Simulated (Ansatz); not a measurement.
Ansatz (a first-principles code) input file for Si(Br)2(OH)2 (Br₂H₂O₂Si), SMILES O[Si](O)(Br)Br, PBE-D3(BJ)/def2-SVP. 

Ansatz 0.2 input:
```yaml
crystal:
  periodic: [false, false, false]
  atoms:
    - {symbol: O, position_ang: [-0.07810017, 1.37840954, 1.58678866]}
    - {symbol: Si, position_ang: [0.00000001, 0.00000000, 0.68862102]}
    - {symbol: O, position_ang: [0.07810017, -1.37840954, 1.58678866]}
    - {symbol: Br, position_ang: [-1.83450729, 0.00575860, -0.55797605]}
    - {symbol: Br, position_ang: [1.83450728, -0.00575860, -0.55797605]}
    - {symbol: H, position_ang: [0.74048682, 1.66239130, 2.01450518]}
    - {symbol: H, position_ang: [-0.74048682, -1.66239130, 2.01450519]}
basis:
  gaussian:
    orbitals: def2-SVP
hamiltonian:
  xc: pbe
  dispersion: d3bj
relax: {f_tol: 0.002, max_steps: 200}
```

Output:

```
WARN ansatz: RAYON_NUM_THREADS=1 ignored (pool sized by the plan → 1); use --threads N
Functional definition: PBE
integrals: 0.07 GiB planned
1288 factors; their error is unknown
mean field: 0.35 GiB planned
mean field evaluation 1: about -152040.6920 eV, gradient 7.4e1 eV
mean field evaluation 2: about -151991.5903 eV, gradient 1.7e2 eV
mean field evaluation 4: about -152049.9652 eV, gradient 7.4e0 eV
mean field evaluation 8: about -152050.0747 eV, gradient 1.1e-1 eV
mean field evaluation 16: about -152049.9343 eV, gradient 3.3e-4 eV
mean field -152049.93427866 eV, -5587.7320215935 hartree, gradient 1.2e-5 eV, S^2 0.000000; 0 other end points of the search recorded, 0 dependent functions left out
the calculation of the forces begins
reference -152049.93430948 eV, -5587.7320227264 hartree; 51, 51 occupied and 69, 69 virtual orbitals, 1288 factors
relax step   1: F+E_penalty+E_count = -152050.14208398 eV  Δ(F+E_penalty+E_count) = +0.000e0 eV  max|allowed force component| = 4.165e-1 eV/Å  Δτ_max = 0.0000 Å  (29 SCF iters, accepted)
these checks for a lower state are left out or cut short: starts, cluster_reference, orbital_swaps, neighbouring_geometries, increment
integrals: 0.07 GiB planned
1288 factors; their error is unknown
mean field: 0.34 GiB planned
mean field -152049.94217065 eV, -5587.7323116188 hartree, gradient 9.0e-5 eV, S^2 0.000000; 0 other end points of the search recorded, 0 dependent functions left out
the calculation of the forces begins
reference -152049.94220150 eV, -5587.7323127525 hartree; 51, 51 occupied and 69, 69 virtual orbitals, 1288 factors
relax step   2: F+E_penalty+E_count = -152050.14946414 eV  Δ(F+E_penalty+E_count) = -7.380e-3 eV  max|allowed force component| = 2.139e-1 eV/Å  Δτ_max = 0.0114 Å  (26 SCF iters, accepted)
these checks for a lower state are left out or cut short: starts, cluster_reference, orbital_swaps, neighbouring_geometries, increment
integrals: 0.07 GiB planned
1288 factors; their error is unknown
mean field: 0.34 GiB planned
mean field -152049.94523711 eV, -5587.7324243094 hartree, gradient 8.9e-5 eV, S^2 0.000000; 0 other end points of the search recorded, 0 dependent functions left out
the calculation of the forces begins
reference -152049.94526797 eV, -5587.7324254432 hartree; 51, 51 occupied and 69, 69 virtual orbitals, 1288 factors
relax step   3: F+E_penalty+E_count = -152050.15227862 eV  Δ(F+E_penalty+E_count) = -2.814e-3 eV  max|allowed force component| = 6.240e-2 eV/Å  Δτ_max = 0.0079 Å  (27 SCF iters, accepted)
these checks for a lower state are left out or cut short: starts, cluster_reference, orbital_swaps, neighbouring_geometries, increment
integrals: 0.07 GiB planned
1288 factors; their error is unknown
mean field: 0.35 GiB planned
mean field evaluation 32: about -152050.0888 eV, gradient 4.4e-1 eV
mean field -152049.94595286 eV, -5587.7324506127 hartree, gradient 1.6e-5 eV, S^2 0.000000; 0 other end points of the search recorded, 0 dependent functions left out
the calculation of the forces begins
reference -152049.94598369 eV, -5587.7324517456 hartree; 51, 51 occupied and 69, 69 virtual orbitals, 1288 factors
relax step   4: F+E_penalty+E_count = -152050.15305857 eV  Δ(F+E_penalty+E_count) = -7.799e-4 eV  max|allowed force component| = 4.424e-2 eV/Å  Δτ_max = 0.0049 Å  (29 SCF iters, accepted)
these checks for a lower state are left out or cut short: starts, cluster_reference, orbital_swaps, neighbouring_geometries, increment
integrals: 0.07 GiB planned
1288 factors; their error is unknown
mean field: 0.35 GiB planned
mean field -152049.94630312 eV, -5587.7324634846 hartree, gradient 1.7e-5 eV, S^2 0.000000; 0 other end points of the search recorded, 0 dependent functions left out
the calculation of the forces begins
reference -152049.94633389 eV, -5587.7324646152 hartree; 51, 51 occupied and 69, 69 virtual orbitals, 1288 factors
relax step   5: F+E_penalty+E_count = -152050.15363843 eV  Δ(F+E_penalty+E_count) = -5.799e-4 eV  max|allowed force component| = 5.723e-2 eV/Å  Δτ_max = 0.0145 Å  (28 SCF iters, accepted)
these checks for a lower state are left out or cut short: starts, cluster_reference, orbital_swaps, neighbouring_geometries, increment
integrals: 0.07 GiB planned
1288 factors; their error is unknown
mean field: 0.34 GiB planned
mean field -152049.94649263 eV, -5587.7324704488 hartree, gradient 1.7e-5 eV, S^2 0.000000; 0 other end points of the search recorded, 0 dependent functions left out
the calculation of the forces begins
reference -152049.94652341 eV, -5587.7324715798 hartree; 51, 51 occupied and 69, 69 virtual orbitals, 1288 factors
relax step   6: F+E_penalty+E_count = -152050.15391181 eV  Δ(F+E_penalty+E_count) = -2.734e-4 eV  max|allowed force component| = 6.416e-3 eV/Å  Δτ_max = 0.0086 Å  (28 SCF iters, accepted)
these checks for a lower state are left out or cut short: starts, cluster_reference, orbital_swaps, neighbouring_geometries, increment
integrals: 0.07 GiB planned
1288 factors; their error is unknown
mean field: 0.35 GiB planned
mean field -152049.94653409 eV, -5587.7324719723 hartree, gradient 8.5e-5 eV, S^2 0.000000; 0 other end points of the search recorded, 0 dependent functions left out
the calculation of the forces begins
reference -152049.94656486 eV, -5587.7324731031 hartree; 51, 51 occupied and 69, 69 virtual orbitals, 1288 factors
relax step   7: F+E_penalty+E_count = -152050.15394558 eV  Δ(F+E_penalty+E_count) = -3.377e-5 eV  max|allowed force component| = 1.481e-3 eV/Å  Δτ_max = 0.0029 Å  (20 SCF iters, accepted)
these checks for a lower state are left out or cut short: starts, cluster_reference, orbital_swaps, neighbouring_geometries, increment
integrals: 0.07 GiB planned
1288 factors; their error is unknown
mean field: 0.34 GiB planned
mean field evaluation 64: about -152049.9465 eV, gradient 1.7e-4 eV
mean field -152049.94654904 eV, -5587.7324725218 hartree, gradient 1.0e-5 eV, S^2 0.000000; 0 other end points of the search recorded, 0 dependent functions left out
the calculation of the forces begins
reference -152049.94657981 eV, -5587.7324736526 hartree; 51, 51 occupied and 69, 69 virtual orbitals, 1288 factors
relax step   8: F+E_penalty+E_count = -152050.15395722 eV  Δ(F+E_penalty+E_count) = -1.164e-5 eV  max|allowed force component| = 3.863e-3 eV/Å  Δτ_max = 0.0030 Å  (23 SCF iters, accepted)
these checks for a lower state are left out or cut short: starts, cluster_reference, orbital_swaps, neighbouring_geometries, increment
integrals: 0.07 GiB planned
1288 factors; their error is unknown
mean field: 0.35 GiB planned
mean field -152049.94657422 eV, -5587.7324734470 hartree, gradient 1.7e-5 eV, S^2 0.000000; 0 other end points of the search recorded, 0 dependent functions left out
the calculation of the forces begins
reference -152049.94660498 eV, -5587.7324745776 hartree; 51, 51 occupied and 69, 69 virtual orbitals, 1288 factors
relax step   9: F+E_penalty+E_count = -152050.15397104 eV  Δ(F+E_penalty+E_count) = -1.382e-5 eV  max|allowed force component| = 4.092e-3 eV/Å  Δτ_max = 0.0056 Å  (28 SCF iters, accepted)
these checks for a lower state are left out or cut short: starts, cluster_reference, orbital_swaps, neighbouring_geometries, increment
integrals: 0.07 GiB planned
1288 factors; their error is unknown
mean field: 0.35 GiB planned
mean field -152049.94660065 eV, -5587.7324744185 hartree, gradient 1.7e-5 eV, S^2 0.000000; 0 other end points of the search recorded, 0 dependent functions left out
the calculation of the forces begins
reference -152049.94663142 eV, -5587.7324755492 hartree; 51, 51 occupied and 69, 69 virtual orbitals, 1288 factors
relax step  10: F+E_penalty+E_count = -152050.15398114 eV  Δ(F+E_penalty+E_count) = -1.009e-5 eV  max|allowed force component| = 1.161e-3 eV/Å  Δτ_max = 0.0050 Å  (29 SCF iters, accepted)
these checks for a lower state are left out or cut short: starts, cluster_reference, orbital_swaps, neighbouring_geometries, increment
integrals: 0.07 GiB planned
1288 factors; their error is unknown
mean field: 0.35 GiB planned
mean field -152049.94660688 eV, -5587.7324746472 hartree, gradient 9.2e-6 eV, S^2 0.000000; 0 other end points of the search recorded, 0 dependent functions left out
the calculation of the forces begins
reference -152049.94663764 eV, -5587.7324757779 hartree; 51, 51 occupied and 69, 69 virtual orbitals, 1288 factors
relax step  11: F+E_penalty+E_count = -152050.15398202 eV  Δ(F+E_penalty+E_count) = -8.894e-7 eV  max|allowed force component| = 1.542e-4 eV/Å  Δτ_max = 0.0024 Å  (22 SCF iters, accepted)
integrals: 0.07 GiB planned
1288 factors; their error is unknown
mean field: 0.35 GiB planned
mean field evaluation 96: about -152049.9735 eV, gradient 7.5e0 eV
mean field -152049.94660688 eV, -5587.7324746472 hartree, gradient 9.2e-6 eV, S^2 0.000000; 1 other end points of the search recorded, 0 dependent functions left out
the calculation of the forces begins
reference -152049.94663764 eV, -5587.7324757779 hartree; 51, 51 occupied and 69, 69 virtual orbitals, 1288 factors
Total energy: -152050.15401279 eV, -5587.7400966740 hartree
Atom 0 at    -0.093226     1.392941     1.586790 Å, force     0.000126     0.000148     0.000154 eV/Å
Atom 1 at     0.000000     0.000000     0.685029 Å, force    -0.000000    -0.000000     0.000101 eV/Å
Atom 2 at     0.093226    -1.392941     1.586790 Å, force    -0.000126    -0.000148     0.000154 eV/Å
Atom 3 at    -1.839422     0.006372    -0.560713 Å, force    -0.000100    -0.000040    -0.000137 eV/Å
Atom 4 at     1.839422    -0.006372    -0.560713 Å, force     0.000100     0.000040    -0.000137 eV/Å
Atom 5 at     0.743844     1.644821     2.019036 Å, force    -0.000096    -0.000059    -0.000067 eV/Å
Atom 6 at    -0.743844    -1.644821     2.019036 Å, force     0.000096     0.000059    -0.000067 eV/Å
Dipole moment:    -0.000000    -0.000000     0.398080 e Å
```

Self-consistency was reached.
